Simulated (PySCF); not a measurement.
C₅H₈SSi, SMILES C[SiH2]c1cccs1, GFN2-xTB optimised geometry.

```
15

C     -0.68    -2.77    -0.05
Si    -1.67    -1.15     0.00
C     -0.46     0.29     0.00
C      0.90     0.29     0.00
C      1.48     1.58     0.00
C      0.54     2.56     0.00
S     -1.06     1.92     0.00
H     -1.35    -3.62    -0.04
H     -0.03    -2.86     0.82
H     -0.07    -2.83    -0.94
H     -2.49    -1.08     1.22
H     -2.54    -1.04    -1.18
H      1.48    -0.62     0.00
H      2.54     1.76     0.00
H      0.68     3.62     0.00
```

Density from PBE/def2-TZVP (PySCF 2.14.0) at that geometry.

Minimum of the electron density along straight lines between bonded atoms, close to the bond critical point (lines longer than 1.1 times the sum of covalent radii, or with two minima, are not listed):

```
bond     length / Å  ρ at the minimum / e bohr⁻³  ∇²ρ there / e bohr⁻⁵  position (fraction from the first atom)
-------  ----------  ---------------------------  --------------------  ---------------------------------------
C1–Si2        1.895                        0.116                   [?]                                     0.61
Si2–C3        1.876                        0.116                  0.20                                     0.39
C3–C4         1.364                        0.325                 -0.92                                     0.51
C4–C5         1.411                        0.301                   [?]                                     0.50
C5–C6         1.357                        0.331                 -0.95                                     0.49
C3–S7         1.736                        0.206                 -0.37                                     0.47
C6–S7         1.718                        0.214                   [?]                                     0.48
C1–H8         1.085                        0.274                 -0.90                                     0.64
C1–H9         1.086                        0.273                 -0.90                                     0.64
C1–H10        1.086                        0.273                 -0.90                                     0.64
Si2–H11       1.469                        0.123                  0.16                                     0.50
Si2–H12       1.469                        0.123                  0.16                                     0.50
C4–H13        1.076                        0.286                 -1.01                                     0.64
C5–H14        1.076                        0.286                 -1.01                                     0.65
C6–H15        1.072                        0.288                 -1.02                                     0.65
```

### Question
Complete the blanks.

### Answer

- C1–Si2, ∇²ρ there / e bohr⁻⁵: 0.14
- C4–C5, ∇²ρ there / e bohr⁻⁵: -0.83
- C6–S7, ∇²ρ there / e bohr⁻⁵: -0.42
